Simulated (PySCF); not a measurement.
**Telling isomers of C$_{4}$H$_{15}$NOSi$_{3}$ apart by NMR**

Single conformer, relativity neglected, gas phase, one averaged value for each set of equivalent atoms. Geometry: GFN2-xTB; NMR shieldings at PBE0/pcSseg-1/GIAO; PySCF.

Referencing at the same level of theory: TMS for $^{1}$H (σref 31.72), $^{13}$C (σref 186.93). Where no couplings were computed, multiplicities follow the n + 1 count of equivalent neighbours, and m marks all less simple cases (inequivalent or close neighbours, rings, F or P nearby). Shifts are as computed. Against solution values, carbons near 30 ppm lie about +3 ppm off and those near 130 ppm about +5 ppm. Of 1211 compounds with measured shifts, 218 miss one by over three times the rms of a fit or turn the order of signals round; such compounds aren't used in these exercises. OH and NH positions are gas-phase values without hydrogen bonding to other molecules.

(1) Tabulate the signals of `O[Si@H](C1CCC1)N([SiH3])[SiH3]`, `CO[C@@H]1[SiH2]C[SiH2]C[Si@@H]1N` and their relative energies.

(2) What is the quickest way to tell O[Si@H](C1CCC1)N([SiH3])[SiH3] from CO[C@@H]1[SiH2]C[SiH2]C[Si@@H]1N?

Answers

(1) 
```tsv
SMILES	carbon types	δC	δH	E rel. (kcal/mol)
O[Si@H](C1CCC1)N([SiH3])[SiH3]	1×CH 3×CH2	22.6, 22.6, 22.2, 21.4	5.23 (d, 1H), 4.78 (s, 6H), 2.44 (m, 1H), 2.37 (m, 1H), 2.06 (m, 1H), 1.96 (m, 1H), 1.88 (m, 1H), 1.71 (m, 1H), 1.70 (m, 1H), 1.38 (br s, 1H)	0.0
CO[C@@H]1[SiH2]C[SiH2]C[Si@@H]1N	1×CH 2×CH2 1×CH3	66.7, 62.4, -0.2, -12.4	5.00 (m, 1H), 4.91 (m, 1H), 4.65 (m, 1H), 4.30 (m, 1H), 4.01 (m, 1H), 3.57 (s, 3H), 3.00 (m, 1H), 0.40 (br s, 2H), 0.20 (m, 1H), 0.11 (m, 1H), -0.09 (m, 1H), -0.38 (m, 1H)	19.1
```

Energies are electronic energies at PBE0/pcSseg-1 on these geometries, without zero-point or thermal terms, each for the one conformer computed, which needn't be the lowest.

(2) Both give the same number of carbon signals, but DEPT or the intensities differ. The first has an sp3 CH bonded to Si at 22.6 ppm, the second a methyl carbon bonded to O (CH3) at 62.4 ppm. Their most deshielded carbons lie at 22.6 and 66.7 ppm.
